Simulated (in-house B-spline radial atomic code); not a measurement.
Mo III (Mo2+) is squeezed into an impenetrable sphere of radius R (the orbitals vanish at R). Caution: exact exchange at fractional occupations of open shells leaves self-interaction of up to several eV. Computed with a B-spline radial code for spherical atoms: non-relativistic PBE0, spin-polarised, spherical fractional occupations, point nucleus.

Energies in eV above the free ion in [Kr] 4d4:

```tsv
R (bohr)	highest level (eV)	[Kr] 4d4	[Ar] 3d10 4s2 4p5 4d4 4f1	[Ar] 3d10 4s2 4p5 4d5	-dE/dV in [Kr] 4d4 (GPa)
7.33	-23.2	0.001862	55.79	31.47	0.00654
5.86	-23.2	0.04311	57.53	31.5	0.224
5.34	-23.1	0.1256	58.66	31.58	0.771
4.55	-22.6	0.614	61.52	32.03	5.07
3.76	-21.1	2.967	67.85	34.43	36.5
2.87	-14.3	19.78	93.32	52.29	473
2.73	-11.9	27.39	103	60.35	745
2.22	5.22	97.45	183.5	133.6	4470
1.73	52.9	377.7	477.5	421.2	31700
1.21	239	1945	2032	1997	396000
```

(1) Does [Ar] 3d10 4s2 4p5 4d4 4f1 fall below [Kr] 4d4 under compression?

(2) Does [Ar] 3d10 4s2 4p5 4d5 fall below [Kr] 4d4 under compression?

The highest level is first positive in the row R = 2.22 bohr, pushed up by confinement above the zero of the free ion's potential. Each configuration is held fixed and needn't be the lowest in the sphere.

Results:

(1) No, it stays above over the whole range.

(2) No, it stays above over the whole range.
